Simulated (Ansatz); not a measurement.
C2H8O2Si, SMILES CO[Si@@H](C)O.

The structure is a stationary point at r2SCAN-D4/def2-SVP. The structure was generated by enumeration; whether it is a known compound was not checked. One conformer was computed; it need not be the lowest.

Two levels are set side by side: PBE/def2-TZVPD (Ansatz, an electronic-structure program) and PBE0/def2-TZVPD (Ansatz). Energy differences of separate SCF runs at the same geometry; the states with an electron removed or added have multiplicity 2 and 2. Differences are taken from unrounded values.

```csv
quantity,PBE0,PBE,PBE minus PBE0
vertical ionisation energy (eV),10.16,9.71,-0.46
vertical singlet–triplet gap (eV),7.07,6.38,-0.68
```
